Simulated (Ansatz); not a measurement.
Ideal-gas functions of CH$_{4}$FGaSi (`F[SiH]1[CH2][GaH]1`) at 298.15 K and 1 bar, from an Ansatz frequency run at PBE0-D4/def2-TZVP.

Molar mass 132.85 g/mol, point group C1 (symmetry number 1), electronic degeneracy 1, moments of inertia 52.684, 260.453, 288.38 u Å². Harmonic wavenumbers (cm⁻¹, unscaled): 151, 199, 343, 361, 373, 431, 510, 634, 760, 787, 834, 845, 926, 1362, 1990, 2223, 3016, 3150.

Use S(trans) = R[1.5 ln M + 2.5 ln T − 1.1517]; rotational temperatures θ = 24.2544 K / I; S(rot) = R[ln(√π/σ · √(T³/θAθBθC)) + 1.5]; for each mode x = 1.438777 ν̃/T, S = R[x/(eˣ − 1) − ln(1 − e⁻ˣ)] and H = RT x/(eˣ − 1); 1 cm⁻¹ = 0.0119627 kJ/mol; R = 8.31446 J/(mol·K).

Problem. By hand: the entropy, in J/(mol·K).

Solution. Translation 169.8. Rotation: θ = 0.4604, 0.0931, 0.0841 K, giving 111.7. Vibration, mode by mode: 11.13, 8.96, 5.01, 4.68, 4.47, 3.58, 2.65, 1.65, 1.01, 0.91, 0.76, 0.73, 0.53, 0.09, 0.01, 0.00, 0.00, 0.00, in all 46.2. Electronic 0.0. Sum 327.7 J/(mol·K).

Problem. By hand: H − E and G − E in kJ/mol, counted from the electronic energy.

Solution. Zero-point energy ½ × 18895 × 0.0119627 = 113.0; thermal vibration 8.6; translation, rotation and pV give 4 RT = 9.9. H − E = 131.5 kJ/mol, and G − E = 131.5 − 298.15 × 327.7/1000 = 33.8 kJ/mol.

Vibration gives 14 % of the entropy. The sum counts one conformer and one mirror image; others add a mixing term.
